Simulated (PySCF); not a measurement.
Molecule: `C=C[SiH2]CC[SiH3]`, C4H12Si2.

Molfile (atoms numbered from 1):
```
C4H12Si2
     RDKit          3D

 18 17  0  0  0  0  0  0  0  0999 V2000
    3.5890    0.1870   -0.8815 C   0  0  0  0  0  0  0  0  0  0  0  0
    2.6086    0.6222   -0.0810 C   0  0  0  0  0  0  0  0  0  0  0  0
    1.2350   -0.4722    0.5637 Si  0  0  0  0  0  4  0  0  0  0  0  0
   -0.4520    0.0382   -0.1187 C   0  0  0  0  0  0  0  0  0  0  0  0
   -1.6041   -0.8380    0.3896 C   0  0  0  0  0  0  0  0  0  0  0  0
   -3.2837   -0.3429   -0.3156 Si  0  0  0  0  0  4  0  0  0  0  0  0
    3.6553   -0.8605   -1.1980 H   0  0  0  0  0  0  0  0  0  0  0  0
    4.3743    0.8527   -1.2577 H   0  0  0  0  0  0  0  0  0  0  0  0
    2.6098    1.6850    0.1984 H   0  0  0  0  0  0  0  0  0  0  0  0
    1.1770   -0.4042    2.0604 H   0  0  0  0  0  0  0  0  0  0  0  0
    1.5305   -1.8861    0.1660 H   0  0  0  0  0  0  0  0  0  0  0  0
   -0.6228    1.0977    0.1432 H   0  0  0  0  0  0  0  0  0  0  0  0
   -0.3928    0.0106   -1.2211 H   0  0  0  0  0  0  0  0  0  0  0  0
   -1.6681   -0.7988    1.4912 H   0  0  0  0  0  0  0  0  0  0  0  0
   -1.4278   -1.8992    0.1395 H   0  0  0  0  0  0  0  0  0  0  0  0
   -3.2689   -0.4634   -1.8076 H   0  0  0  0  0  0  0  0  0  0  0  0
   -3.5864    1.0810    0.0334 H   0  0  0  0  0  0  0  0  0  0  0  0
   -4.3785   -1.2097    0.2226 H   0  0  0  0  0  0  0  0  0  0  0  0
  1  2  2  0
  2  3  1  0
  3  4  1  0
  4  5  1  0
  5  6  1  0
  1  7  1  0
  1  8  1  0
  2  9  1  0
  3 10  1  0
  3 11  1  0
  4 12  1  0
  4 13  1  0
  5 14  1  0
  5 15  1  0
  6 16  1  0
  6 17  1  0
  6 18  1  0
M  END
```

Geometry PBE0-D3(BJ)/def2-SVP throughout; GIAO in PySCF 2.14.0 with density-fitted response routines, gas phase, one conformer, non-relativistic; equivalent atoms averaged; basis pcSseg-1.

Task: How do the shifts δ (against TMS at the same level) depend on the functional? (a selection of nuclei; ppm; last column core-seconds on shared hosts with different chips, so compare them loosely)

Result: 
```
functional                    kind     C1     C2    C4   C5    Si3  H10/H11  H16/H17/H18  H14/H15  H12/H13  core-s
        HF            Hartree–Fock  146.1  140.3   6.3  1.3  -23.9     3.98         3.71     0.35     0.32       9
       LDA                     LDA  150.2  148.6  11.6  4.5  -27.2     4.52         4.14     0.75     0.79      21
       PBE                     GGA  142.9  140.5  11.7  5.6  -28.0     4.31         3.98     0.71     0.73      28
      BLYP                     GGA  141.7  141.3  12.8  6.7  -28.5     4.18         3.87     0.69     0.70      25
      BP86                     GGA  142.8  140.3  11.5  5.6  -28.3     4.31         3.97     0.71     0.73      25
      OPBE                     GGA  137.7  133.4  10.2  5.1  -27.2     4.26         3.94     0.72     0.74      25
       KT2                     GGA  134.5  130.7  12.2  5.8  -29.4     4.28         3.94     0.72     0.74      25
       KT3                     GGA  131.8  128.6  12.0  6.5  -28.7     4.08         3.78     0.70     0.71      50
     B97-D                     GGA  137.4  135.2  11.7  6.1  -27.4     4.14         3.83     0.68     0.69      24
     B3LYP           global hybrid  144.3  142.5  11.0  5.1  -27.2     4.14         3.83     0.60     0.61      15
      PBE0           global hybrid  145.7  141.6   9.6  3.8  -26.5     4.24         3.91     0.60     0.61      38
  mPW1PW91           global hybrid  145.5  141.3   9.4  3.8  -26.6     4.20         3.88     0.59     0.60      15
      WP04           global hybrid  142.0  139.7  10.9  6.5  -28.8     3.58         3.29     0.55     0.55      22
     B97-2           global hybrid  141.8  137.8   9.8  4.4  -26.5     4.14         3.83     0.60     0.61      23
 BHandHLYP           global hybrid  146.4  143.0   9.0  3.4  -25.6     4.05         3.76     0.49     0.49      21
 CAM-B3LYP  range-separated hybrid  147.7  145.1   9.3  3.4  -26.8     4.14         3.84     0.53     0.54      30
   wB97X-D  range-separated hybrid  146.6  141.4   8.5  3.0  -26.8     4.21         3.89     0.52     0.54      30
   LC-wPBE  range-separated hybrid  151.3  145.1   6.1  1.0  -26.4     4.16         3.84     0.46     0.47      36
```

Task: Which nucleus among those listed moves most, in ppm?

Result: C2 (alkene CH): from 128.6 ppm with KT3 to 148.6 ppm with LDA. The smallest spread is 0.41 ppm, at H14/H15. Proton shifts span only some 12 ppm, so a few tenths of a ppm matter as much there as several ppm in carbon.
